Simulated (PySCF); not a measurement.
C4H8O, SMILES CCC(C)=O (connectivity only; charge and spin as stated), charge +1, multiplicity 2. Atoms are numbered in the order given.

```xyz
13

C      2.0374    -0.0241    -0.2395
C      0.8078    -0.1080     0.6337
C     -0.5767    -0.0213    -0.0985
C     -1.8076     0.3054     0.7351
O     -0.6378    -0.2148    -1.2764
H      2.9148    -0.1004     0.4250
H      2.1078     0.9397    -0.7646
H      2.0893    -0.8432    -0.9699
H      0.6946    -1.0874     1.1419
H      0.7419     0.6808     1.4023
H     -1.7845     1.4006     0.8794
H     -1.7068    -0.1932     1.7099
H     -2.7198     0.0090     0.2030
```
Charge +1, spin multiplicity 2.

Geometry optimised at B3LYP-D3(BJ)/def2-SVP. The spin state was assumed, not searched. One conformer was computed; it need not be the lowest.

The numbers are results of SMD-ωB97X/def2-SVP in PySCF, not measurements.

Solvation free energies are E(SMD) − E(gas) at the gas-phase geometry, for 1 M in both phases.

### Question
Rank water, ethylethanoate, tetrahydrofuran by solvation free energy, most negative first.

### Answer
water (-61.7 kcal/mol), tetrahydrofuran (-56.9 kcal/mol), ethylethanoate (-55.0 kcal/mol)
